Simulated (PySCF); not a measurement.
A run for PySCF: R-MP2/6-31G* on FGeH6NO (a complex), monomers drawn apart or pushed together.

```python
from pyscf import gto, scf, dft, mp
from pyscf.data.elements import chemcore

mol = gto.M(
    atom='''
    O    -1.43535024    0.34289943    0.81499324
    Ge    0.22156485   -0.32738195    0.64327739
    F     0.08598138   -0.82233042   -1.06960587
    H    -1.88854647    0.24213310   -0.03012391
    H     0.46127241   -1.67957480    1.31938387
    H     1.34648924    0.70733802    0.55929842
    N     0.09945499    0.39776209    2.77166121
    H     0.13258277   -0.31441543    3.49210688
    H     0.72857958    1.14692412    3.03669659
    H    -0.84500597    0.76744913    2.72658432
    ''',
    basis='6-31g*',
    cart=True,
    charge=0, spin=0, verbose=3, max_memory=1800)
mf = scf.RHF(mol)
mf.conv_tol = 1e-8
mf.max_cycle = 100
mf.kernel()
if not mf.converged:
    mf = mf.newton().run(mf.mo_coeff, mf.mo_occ)
pt = mp.MP2(mf, frozen=chemcore(mol)).run()
```

Program output:

```
converged SCF energy = -2307.35972987617
E(RMP2) = -2308.15033575717  E_corr = -0.790605880997105
E(SCS-RMP2) = -2308.1153806564  E_corr = -0.7556507802248
```

The run converged.

Cost: about 4 core-seconds (a rough figure).
